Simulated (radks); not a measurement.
Spherical jellium clusters: N electrons in a uniform positive sphere of charge N and radius rs N^(1/3), rs = 5.27 bohr. Method: non-relativistic Kohn-Sham, PBE, spin-polarised, spherical densities; computed with a radial shooting solver with Libxc functionals. Levels are named by radial order and angular momentum (1s, 1p, 1d, 2s, ...), and open shells are averaged over m. Each electron was tried in the lowest free levels, single moves between levels near the top were tried too, and the lowest total energy was kept; such a search can miss a lower state. The series stops at N = 7: beyond it a trial failed or the search could not be trusted, so later rows were left out. Energies include the self-energy of the background; IP and EA are vertical (highest electron removed, lowest free level filled), at fixed background; spill-out counts the electrons outside the background radius R, and alpha is the static dipole polarisability from linear response (closed shells only). A dash means not computed or, for alpha, an open shell; in EA it means that no bound solution was reached, which is typical of self-interaction and does not show that the anion is unstable. Real open-shell clusters deform, which this model forbids.

N       open shells  2S  E/N (eV)  E(N+1) + E(N-1) - 2E(N) (eV)  EA (eV)  spill-out (e)
1  1s(up 1, down 0)   1    -1.478                             -        -           0.27
2              none   0    -1.678                         0.581        -           0.42
3  1p(up 1, down 0)   1    -1.550                        -0.486        -           0.65
4  1p(up 2, down 0)   2    -1.608                        -0.287        -           0.78
5  1p(up 3, down 0)   3    -1.700                         0.402        -           0.87
6  1p(up 3, down 1)   2    -1.695                        -0.324        -           0.99
7  1p(up 3, down 2)   1    -1.737                             -    1.327           1.08

All shells are closed at N = 2 (there: 1s2); the second difference of the energy has clear peaks (12 % above both neighbours; the first and last values, which can be the largest, are not judged, and half-filled shells can peak too) at N = 5.
